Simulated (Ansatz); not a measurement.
A search over several starts for the lowest SCF solution of MgI2⁺ at the given spin, in a small basis.

```yaml
crystal:
  periodic: [false, false, false]
  atoms:
    - {symbol: Mg, position_ang: [-0.002229, -0.001285, -0.000025]}
    - {symbol: I, position_ang: [-0.015317, -0.019684, 2.529642]}
    - {symbol: I, position_ang: [0.017536, 0.020969, -2.529617]}
basis:
  gaussian: {orbitals: def2-SVP}
total_charge: 1
magnetization: {spin_polarized: true, initial_magnetization: 1}
hamiltonian: {xc: pbe0, dispersion: d4}
output: {orbitals: {seedname: orbitals}}
```

```sh
$ ansatz run in.yaml --threads 4 --pin off --events-out ev --progress --plain --max-ram 3916MiB
```

It prints (some lines left out):

```
Functional definition: PBE0
812 factors; integrals over basis functions are off by at most 1.4e-4 eV
mean field evaluation 1: about -21635.1443 eV, gradient 1.3e1 eV
mean field evaluation 2: about -21635.2905 eV, gradient 1.3e1 eV
mean field evaluation 4: about -21636.3156 eV, gradient 3.5e-1 eV
mean field evaluation 8: about -21636.3796 eV, gradient 1.3e-2 eV
mean field evaluation 16: about -21636.3796 eV, gradient 4.6e-5 eV
mean field evaluation 32: about -21636.1757 eV, gradient 2.5e0 eV
mean field evaluation 64: about -21636.3796 eV, gradient 1.5e-5 eV
mean field evaluation 96: about -21636.3353 eV, gradient 4.0e-1 eV
mean field evaluation 128: about -21636.3796 eV, gradient 3.0e-4 eV
mean field evaluation 160: about -21636.2834 eV, gradient 1.1e0 eV
mean field -21636.37960867 eV, -795.1222849537 hartree, gradient 1.5e-7 eV, S^2 0.755061; 16 other end points of the search recorded, 0 dependent functions left out
reference -21636.37963264 eV, -795.1222858348 hartree; 31, 30 occupied and 39, 40 virtual orbitals, 812 factors
Total energy: -21636.44019894 eV, -795.1245116052 hartree
```

Hardware: 4 threads of Arm Neoverse V1 on a shared host. Wall time 45 s.

Other converged states that the search met: 0.14 eV higher (⟨S²⟩ = 0.75).

In the def2 sets I takes a core potential; there is no spin–orbit coupling.
